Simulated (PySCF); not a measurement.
# How methods differ on the ionisation energy of Sn(2+)

Sn(2+) [Kr] 4d10 5s2 (1S) → Sn(3+) [Kr] 4d10 5s1 (2S), as a difference of total energies. All numbers are calculated (PySCF 2.14, scalar relativity by spin-free X2C-1e, in x2c-TZVPPall). Correlated levels: valence: [Kr] 4d10 frozen; valence and next inner shell: [Ar] 3d10 frozen. The calculations carry no spin-orbit coupling.

| method | ionisation energy (eV) |
| --- | --- |
| UHF | 28.541 |
| LDA | 31.177 |
| PBE | 30.697 |
| PBE0 | 30.358 |
| r2SCAN | 30.319 |
| wB97X-V | 30.257 |
| M06 | 30.797 |
| MN15 | 30.418 |
| MP2 (valence) | 29.208 |
| SCS-MP2 (valence) | 29.341 |
| MP2 (valence and next inner shell) | 30.384 |

Task: Estimate what PBEsol gives.

Result: 30.692 eV, closest to PBE among the rows shown.

Task: Estimate what SCS-MP2 (valence and next inner shell) gives.

Result: 30.320 eV, closest to r2SCAN among the rows shown.

Errors of the correlated levels include the incompleteness of this basis and the frozen core.

For comparison: 30.506 eV (measured; NIST Atomic Spectra Database, ionization energies).
